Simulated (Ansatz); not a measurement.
Molecule: ZnF$_{2}$, net charge 0, singlet state. 
Geometry from a B3LYP-D3(BJ)/def2-TZVP (Ansatz, a first-principles code) optimisation:
```xyz
3

Zn     0.0000     0.0000     0.0000
F      0.0000     0.0000    -1.7405
F      0.0000     0.0000     1.7405
```
Charge 0, spin multiplicity 1.

Wanted: atomisation energy (electronic, to ground-state atoms), in kcal/mol. Valence correlation only, unless marked. UHF or UKS for open shells. No spin-orbit coupling. Frozen are the shells of the preceding noble gas and the d and f shells that filled before the atom's block. No relativistic terms. The coupled-cluster limit lacks core correlation, which all-electron functionals hold. Basis-set limits of correlation are two-point, X^-3; Hartree-Fock from the larger set. The bracket is a focal-point correction in the basis named.

```json
[
 {"level": "HF/def2-SVP", "program": "Ansatz", "atomisation energy (kcal/mol)": "121.3"},
 {"level": "HF/def2-TZVPP", "program": "Ansatz", "atomisation energy (kcal/mol)": "124.7"},
 {"level": "PBE/def2-TZVPD", "program": "Ansatz", "atomisation energy (kcal/mol)": "194.7"},
 {"level": "r2SCAN-D4/def2-TZVPD", "program": "Ansatz + dftd4", "atomisation energy (kcal/mol)": "193.3"},
 {"level": "PBE0/def2-SVP", "program": "Ansatz", "atomisation energy (kcal/mol)": "182.6"},
 {"level": "BHLYP-D4/def2-TZVPD", "program": "Ansatz + dftd4", "atomisation energy (kcal/mol)": "170.9"},
 {"level": "HSE06-D3(BJ)/def2-TZVPD", "program": "Ansatz + dftd3", "atomisation energy (kcal/mol)": "185.3"},
 {"level": "wB97M-V/def2-TZVPD", "program": "Ansatz", "atomisation energy (kcal/mol)": "188.9"},
 {"level": "B2PLYP-D3(BJ)/def2-TZVPD", "program": "Ansatz + dftd3", "atomisation energy (kcal/mol)": "189.7"},
 {"level": "MP2/def2-SVP", "program": "Ansatz", "atomisation energy (kcal/mol)": "190.5"},
 {"level": "CCSD/def2-SVP", "program": "Ansatz", "atomisation energy (kcal/mol)": "171.4"},
 {"level": "CCSD(T)/def2-SVPD", "program": "Ansatz", "atomisation energy (kcal/mol)": "199.7"},
 {"level": "RI-MP2/CBS(def2-TZVPP,def2-QZVPP)+[CCSD(T)-MP2]/def2-SVP", "program": "Ansatz", "atomisation energy (kcal/mol)": "193.1"},
 {"level": "RI-MP2/CBS(def2-TZVPPD,def2-QZVPPD)+[CCSD(T)-MP2]/def2-SVPD", "program": "Ansatz", "atomisation energy (kcal/mol)": "190.9"},
 {"level": "CCSD(T)/CBS(def2-TZVPP,def2-QZVPP)", "program": "Ansatz", "atomisation energy (kcal/mol)": "194.6"}
]
```
